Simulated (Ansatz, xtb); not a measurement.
CH2GeP: 5 structures ranked

5 gas-phase structures of CH2GeP, found in a search over its isomers (lower ones may exist). Each was relaxed with GFN2-xTB:

A. `[CH]1=[Ge][PH]1`, a doublet
B. a doublet given by its coordinates
C. `[CH2]=[Ge]=[P]`, a doublet
D. `[P]=[CH][GeH]`, a doublet
E. a doublet given by its coordinates

B (Å):

```xyz
5

C     0.1121   -0.7575   -0.0050
Ge    0.6057    1.0442    0.7304
P    -0.2464    0.5035   -1.3150
H    -0.7755   -1.2876    0.3366
H     0.8705   -1.4810   -0.2996
```

Close contacts (Å): C1–Ge2 2.01, C1–P3 1.85, Ge2–P3 2.28, C1–H4 1.09, C1–H5 1.09.

E (Å):

```yaml
atoms:
  - { symbol: C, position_ang: [-1.0312, 0.1421, -2.2821] }
  - { symbol: Ge, position_ang: [0.5834, -0.0218, 0.2910] }
  - { symbol: P, position_ang: [0.4644, -0.5681, -1.8902] }
  - { symbol: H, position_ang: [-1.6601, 0.6813, -1.5896] }
  - { symbol: H, position_ang: [-1.3960, 0.0594, -3.2902] }
```

Close contacts (Å): C1–P3 1.70, Ge2–P3 2.25, C1–H4 1.08, C1–H5 1.08.

**Question.** Estimate their order in r2SCAN-D4/def2-SVP energy at these geometries, lowest first.

**Answer.** Calculated order at r2SCAN-D4/def2-SVP: B (0.000), E (0.301), A (0.409), C (0.893), D (1.042) eV.

Energies above the lowest of each column, in eV; the last columns are at PBE0-D3(BJ)/def2-SVP geometries and were run for some of them only (a dash: not run or not comparable):

```json
{"structure": "B", "GFN2-xTB": "0.000", "HF/STO-3G": "0.000", "r2SCAN-D4/def2-SVP": "0.000", "PBE0-D3(BJ)/def2-SVP": "0.000", "CCSD(T)/def2-SVP": "0.000"}
{"structure": "E", "GFN2-xTB": "0.596", "HF/STO-3G": "0.512", "r2SCAN-D4/def2-SVP": "0.301", "PBE0-D3(BJ)/def2-SVP": "0.383", "CCSD(T)/def2-SVP": "0.227"}
{"structure": "A", "GFN2-xTB": "0.679", "HF/STO-3G": "1.202", "r2SCAN-D4/def2-SVP": "0.409", "PBE0-D3(BJ)/def2-SVP": "0.469", "CCSD(T)/def2-SVP": "–"}
{"structure": "C", "GFN2-xTB": "1.508", "HF/STO-3G": "0.157", "r2SCAN-D4/def2-SVP": "0.893", "PBE0-D3(BJ)/def2-SVP": "–", "CCSD(T)/def2-SVP": "–"}
{"structure": "D", "GFN2-xTB": "0.991", "HF/STO-3G": "0.941", "r2SCAN-D4/def2-SVP": "1.042", "PBE0-D3(BJ)/def2-SVP": "–", "CCSD(T)/def2-SVP": "–"}
```

Every level run on B puts it lowest or level with the lowest. Some further structures that were screened fall inside this span and aren't listed. Flexible structures stand in one conformer each, not always the lowest. Frequencies (PBE0-D3(BJ)/def2-SVP) were run for B, E alone. Open shells are spin-unrestricted, some with notable spin contamination.

Over these structures GFN2-xTB departs from r2SCAN-D4/def2-SVP by 0.201 eV on average once a common shift is removed. A GFN2-xTB relaxation took about 0.07 s and the r2SCAN-D4/def2-SVP energy about 2.1 s on a shared host (Ansatz 0.2.0, xtb 6.7.1).
